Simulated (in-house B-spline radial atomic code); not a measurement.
Yb²⁺. Computed with a B-spline radial atomic code. Model: all-electron spherical atom, spin shells full or empty, radial basis limit, no spin-orbit coupling, Breit or QED, empty-state partial waves extrapolated as (l+1/2)^-4, RPA, G0W0 and static COHSEX of the highest shell as one setting changes (uncorrelated shells keep exact exchange).

Without the two-electron picture change, core correlation of heavy ions comes too large.

Given: element Yb; charge 2; filled core Xe; hamiltonian one-electron scalar X2C; mean-field start Hartree-Fock; highest l of empty states 9; nuclear rms radius 5.3108 fm; highest mean-field shell 4f.

Shell: 4f 7 7 (electrons up and down).

```json
{"lowest nl shells left uncorrelated": "0", "RPA correlation energy (hartree)": "-5.9243", "G0W0 level (eV)": "-24.862", "G0W0 minus most complete (meV)": "0", "COHSEX level (eV)": "-29.93", "linearised minus solved G0W0 (meV)": "-9.5"}
{"lowest nl shells left uncorrelated": "1", "RPA correlation energy (hartree)": "-5.7135", "G0W0 level (eV)": "-24.862", "G0W0 minus most complete (meV)": "0", "COHSEX level (eV)": "-29.93", "linearised minus solved G0W0 (meV)": "-9.5"}
{"lowest nl shells left uncorrelated": "2", "RPA correlation energy (hartree)": "-5.5099", "G0W0 level (eV)": "-24.862", "G0W0 minus most complete (meV)": "0.5", "COHSEX level (eV)": "-29.929", "linearised minus solved G0W0 (meV)": "-9.5"}
{"lowest nl shells left uncorrelated": "3", "RPA correlation energy (hartree)": "-4.9225", "G0W0 level (eV)": "-24.86", "G0W0 minus most complete (meV)": "1.9", "COHSEX level (eV)": "-29.927", "linearised minus solved G0W0 (meV)": "-9.5"}
{"lowest nl shells left uncorrelated": "4", "RPA correlation energy (hartree)": "-4.7331", "G0W0 level (eV)": "-24.851", "G0W0 minus most complete (meV)": "11.1", "COHSEX level (eV)": "-29.914", "linearised minus solved G0W0 (meV)": "-9.5"}
{"lowest nl shells left uncorrelated": "5", "RPA correlation energy (hartree)": "?", "G0W0 level (eV)": "?", "G0W0 minus most complete (meV)": "?", "COHSEX level (eV)": "?", "linearised minus solved G0W0 (meV)": "?"}
{"lowest nl shells left uncorrelated": "6", "RPA correlation energy (hartree)": "-3.2183", "G0W0 level (eV)": "-24.765", "G0W0 minus most complete (meV)": "96.9", "COHSEX level (eV)": "-29.982", "linearised minus solved G0W0 (meV)": "-10"}
{"lowest nl shells left uncorrelated": "7", "RPA correlation energy (hartree)": "-3.0381", "G0W0 level (eV)": "-24.742", "G0W0 minus most complete (meV)": "120.6", "COHSEX level (eV)": "-29.913", "linearised minus solved G0W0 (meV)": "-10.2"}
{"lowest nl shells left uncorrelated": "8", "RPA correlation energy (hartree)": "-2.4996", "G0W0 level (eV)": "-24.689", "G0W0 minus most complete (meV)": "173.7", "COHSEX level (eV)": "-29.747", "linearised minus solved G0W0 (meV)": "-10.5"}
{"lowest nl shells left uncorrelated": "9", "RPA correlation energy (hartree)": "-1.5784", "G0W0 level (eV)": "-24.984", "G0W0 minus most complete (meV)": "-122", "COHSEX level (eV)": "-29.942", "linearised minus solved G0W0 (meV)": "-9.1"}
{"lowest nl shells left uncorrelated": "10", "RPA correlation energy (hartree)": "?", "G0W0 level (eV)": "?", "G0W0 minus most complete (meV)": "?", "COHSEX level (eV)": "?", "linearised minus solved G0W0 (meV)": "?"}
{"lowest nl shells left uncorrelated": "11", "RPA correlation energy (hartree)": "-0.90706", "G0W0 level (eV)": "-25.623", "G0W0 minus most complete (meV)": "-760.5", "COHSEX level (eV)": "-29.669", "linearised minus solved G0W0 (meV)": "-6.1"}
```

(1) What follows for lowest nl shells left uncorrelated = 10?

(2) What follows for lowest nl shells left uncorrelated = 5?

## Answers

(1) RPA correlation energy -1.4116 hartree; G0W0 level -25.073 eV; G0W0 minus most complete -210.5 meV; COHSEX level -29.859 eV; linearised minus solved G0W0 -8.9 meV.

(2) RPA correlation energy -4.1565 hartree; G0W0 level -24.816 eV; G0W0 minus most complete 46.3 meV; COHSEX level -29.9 eV; linearised minus solved G0W0 -9.7 meV.
